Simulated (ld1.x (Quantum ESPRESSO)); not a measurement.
# Building the ultrasoft potential for fluorine (PBE, non-relativistic).

| Item | Value |
| --- | --- |
| Element | fluorine |
| Generator | ld1.x (Quantum ESPRESSO) 7.5 |
| Type | ultrasoft |
| Functional | PBE |
| Relativity | non-relativistic |
| Frozen core | [He] |
| Valence charge | 7 |
| Reference configuration | 2s2 2p5 |
| Partial waves | 2s (bound): rcut 0.65, rcutus 0.80 bohr; 2s channel at 0.3 Ry: rcut 0.65, rcutus 0.80 bohr; 2p (bound): rcut 0.80, rcutus 1.00 bohr; 2p channel at -0.5 Ry: rcut 0.80, rcutus 1.00 bohr; 3d channel at 0.4 Ry: rcut 0.75, rcutus 0.85 bohr |
| Local potential | all-electron potential smoothed inside 0.75 bohr (lloc = -1) |
| Core correction | a·sin(br)/r model core inside 0.75 bohr |
| Augmentation charge | built from norm-conserving waves at rcut, not smoothed further |

Poles of the logarithmic derivatives, all-electron (AE) and pseudo (PS). s: poles at 2.9 (AE) and 2.9 (PS) Ry. p: poles at 3.0 (AE) and 3.1 (PS) Ry. d: poles at no energy (AE) and no energy (PS) Ry. Test radius 1.10 bohr.

- Cutoffs needed: 70 Ry and 140 Ry (the cutoffs (Ry, on a coarse ladder) from which the occupation-weighted sum of valence levels, in a spherical-Bessel basis at the reference potential, stays within 10 and 1 mRy of its value at 400 Ry)
- Ghost test: no extra level below or beside the all-electron valence levels (s, p, d, f tested) (spherical-Bessel basis up to 400 Ry, 20 bohr box)
- Largest excitation error: +268 meV (all-electron minus pseudo) for 2s2 2p1, out of 7 test configurations
- Lowest eigenvalue of the overlap operator: 0.50 (s channel)
